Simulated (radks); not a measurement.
Values are calculated unless marked as measured or tabulated.
Ir27+, configuration [Kr] 4d10 4f4. Code: a radial shooting solver on a logarithmic mesh with Libxc functionals. Model: non-relativistic Kohn-Sham, PBE, spin-polarised, spherical densities, point nucleus; open shells are filled with parallel spins first (spin-orbit coupling, left out, can overturn this in heavy ions); relativity is left out, which matters for an element this heavy.

Unscreened Slater integrals over Kohn-Sham orbitals (cm^-1). They are taken over the spin-up orbitals. Empty in this configuration: 5s.

F0(4f,4f): 475690
F2(4f,4f): 250670
F4(4f,4f): 163230
F6(4f,4f): 119310
F0(4f,4d): 459380
F2(4f,4d): 230430
F4(4f,4d): 149930
G1(4f,4d): 245670
G3(4f,4d): 166430
G5(4f,4d): 121380
F0(4f,4p): 456790
F2(4f,4p): 230890
G2(4f,4p): 185690
G4(4f,4p): 135290
F0(4f,4s): 456990
G3(4f,4s): 155080
F0(4f,5s): 295750
G3(4f,5s): 28619
F0(4d,4d): 451220
F2(4d,4d): 231510
F4(4d,4d): 157080
F0(4d,4p): 448580
F2(4d,4p): 231660
G1(4d,4p): 286690
G3(4d,4p): 183700
F0(4d,4s): 448500
G2(4d,4s): 220860
F0(4d,5s): 293480
G2(4d,5s): 30041
F0(4p,4p): 447100
F2(4p,4p): 235050
F0(4p,4s): 447020
G1(4p,4s): 303670
F0(4p,5s): 292970
G1(4p,5s): 28381
F0(4s,4s): 447160
F0(4s,5s): 292930
G0(4s,5s): 20752
F0(5s,5s): 243520

Derived for the open shells (J is the average intra-shell exchange parameter used in DFT+U). 4f: F4/F2 = 0.651, F6/F2 = 0.476, J = (286 F2 + 195 F4 + 250 F6)/6435 = 20720 cm^-1.
